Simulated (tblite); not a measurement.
Species: C₄HF₂O₂ (doublet state).
SMILES with atom numbers: `[OH:1][c:2]1[o:3][c:4]([F:5])[c:6][c:7]1[F:8]` (hydrogens: H9 on O1)

Computed geometry: GFN2-xTB, gas phase. This method treats the open shell by occupation alone, without spin polarisation.

(1) List the bond lengths, angles and torsions at this level.

## Answers

(1) 
```json
{"bond": "O1–C2", "length (pm)": "132.7"}
{"bond": "C2–O3", "length (pm)": "135.5"}
{"bond": "O3–C4", "length (pm)": "136.8"}
{"bond": "C4–F5", "length (pm)": "131.5"}
{"bond": "C4–C6", "length (pm)": "135.0"}
{"bond": "C6–C7", "length (pm)": "140.9"}
{"bond": "C7–F8", "length (pm)": "132.6"}
{"bond": "C2–C7", "length (pm)": "138.1"}
{"bond": "O1–H9", "length (pm)": "96.8"}
```

A selection of angles:
```json
{"angle": "O1–C2–O3", "degrees": "119.2"}
{"angle": "O1–C2–C7", "degrees": "130.5"}
{"angle": "O3–C2–C7", "degrees": "109.8"}
{"angle": "C2–O3–C4", "degrees": "105.8"}
{"angle": "O3–C4–F5", "degrees": "115.4"}
{"angle": "O3–C4–C6", "degrees": "111.7"}
{"angle": "F5–C4–C6", "degrees": "132.7"}
{"angle": "C4–C6–C7", "degrees": "105.6"}
{"angle": "C6–C7–F8", "degrees": "127.7"}
{"angle": "C2–C7–C6", "degrees": "106.8"}
{"angle": "C2–C7–F8", "degrees": "125.4"}
{"angle": "H9–O1–C2", "degrees": "110.3"}
```

Dihedral angles: H9–O1–C2–O3 6° (synperiplanar). The mirror-image conformer, all signs reversed, is as good.

The 3 C–O bonds span 1.327 Å (O1–C2, drawn single) to 1.368 Å (O3–C4, aromatic), a spread of 0.041 Å. The 3 C–C bonds span 1.350 Å (C4–C6, aromatic) to 1.409 Å (C6–C7, aromatic), a spread of 0.059 Å. O1 (oxygen bonded to C and H) is bent (angle 110.3°). C2 (carbon bonded to C and 2 O) is planar (angles 130.5°, 119.2° and 109.8°, sum 359.5°, 0.06 Å off the plane of its three neighbours). C4 (carbon bonded to C, F and O) is planar (angles 132.7°, 115.4° and 111.7°, sum 359.8°, 0.03 Å off the plane of its three neighbours). The 5-membered ring C2–O3–C4–C6–C7 has internal angles of 105.6° to 111.7°; it is almost planar, 0.02 Å rms from its mean plane, widest ring torsion 6°. C7 (carbon bonded to 2 C and F) is planar (angles 127.7°, 125.4° and 106.8°, sum 360.0°, 0.01 Å off the plane of its three neighbours).

Point group: near Cs, missed by 0.23 Å at most; the miss may be what the optimiser left on a soft mode. Its GFN2-xTB frequencies are all real (lowest 198 cm⁻¹). Torsions: H–O1–C2–O3 6°.

On one thread of an Intel Xeon at 2.50 GHz (shared host), this took 0.64 s of wall time. These figures are those of the optimisation.
